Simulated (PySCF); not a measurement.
Highest harmonic wavenumber (cm⁻¹) of eight silicon and germanium compounds: PBE-D3(BJ) beside PBE0-D3(BJ), computed with PySCF for isolated molecules in the bases named; differences from unrounded values. The eight are the first of their class met in an unordered collection, after screening for sound electronic states; none was chosen by its value. Each level has its own optimised geometry.

| molecule | basis | PBE0-D3(BJ) | PBE-D3(BJ) | difference |
|---|---|---|---|---|
| trisilylphosphine (H₉PSi₃), SMILES [SiH3]P([SiH3])[SiH3] | def2-SVP | 2244 | 2176 | -68 |
| F2GeH4OSi, SMILES F[SiH](F)[O][GeH3] | def2-SVP | 2369 | 2286 | -83 |
| H4Se2Si, SMILES [SeH][SiH2][SeH] | def2-SVP | 2455 | 2358 | -97 |
| C2H6ClFSi, SMILES CC[Si@@H](F)Cl | def2-SVP | 3158 | 3068 | -90 |
| C₂H₁₀ClNSi₂, SMILES C[Si@H](Cl)[C@H](N)[SiH3] | def2-SVP | 3603 | 3462 | -141 |
| C2H10OSi3, SMILES [SiH3][C@H]1O[SiH2]C[SiH2]1 | def2-SVP | 3169 | 3084 | -85 |
| Si(F)2(Me)(NH2) (CH5F2NSi), SMILES F[Si](F)(N)C | def2-SVP | 3730 | 3601 | -129 |
| Si(H)(OH)(SiH3)2 (H₈OSi₃), SMILES O[SiH]([SiH3])[SiH3] | def2-SVP | 3926 | 3755 | -171 |

PBE-D3(BJ) lies below PBE0-D3(BJ) in 8 and above it in 0 of the eight; the mean signed difference is -108 and the largest -171 cm⁻¹.
